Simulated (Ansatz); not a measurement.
Diatomic CF-, multiplicity 3 (lowest of 2S+1 = 1, 3, 5 at CCSD(T)/def2-TZVPP on PBE0 minima; our sources give no spin for the ground state, which may be another).

The constants come from a fifth-degree fit in 1/R (seven points, main isotopes). In def2 and cc sets the state is the lowest found near the PBE0 minimum, followed along R.

Correlated levels freeze the cores. CBS(a, b) extrapolates the correlation energy as X⁻³ and adds the Hartree–Fock energy of set b.

Run with Ansatz (Gaussian basis) for Hartree–Fock, density functionals and correlated methods. Each number belongs to the level named beside it.

| level | r_e (Å) | ω_e (cm⁻¹) | ω_e x_e (cm⁻¹) |
|---|---|---|---|
| r2SCAN/def2-TZVPP | 1.450 | 804 | 9.1 |
| B97M-V/def2-TZVPP | 1.442 | 808 | 10 |
| B3LYP/def2-TZVPP | 1.451 | 791 | 9.3 |
| wB97M-V/def2-TZVPP | 1.440 | 828 | 9.5 |
| CCSD/aug-cc-pVTZ | 1.434 | (withheld) | 9.9 |
| CCSD(T)/def2-TZVPP | 1.452 | 811 | 9.4 |
| CCSD(T)/aug-cc-pVQZ | 1.435 | 796 | 9.5 |
| CCSD(T)/CBS(aug-cc-pVTZ, aug-cc-pVQZ) | (withheld) | (withheld) | 9.5 |

Problem. What belongs in the gaps?

Solution. 
- CCSD(T)/CBS(aug-cc-pVTZ, aug-cc-pVQZ), r_e (Å): 1.432
- CCSD(T)/CBS(aug-cc-pVTZ, aug-cc-pVQZ), ω_e (cm⁻¹): 801
- CCSD/aug-cc-pVTZ, ω_e (cm⁻¹): 813

Ansatz is a first-principles code.
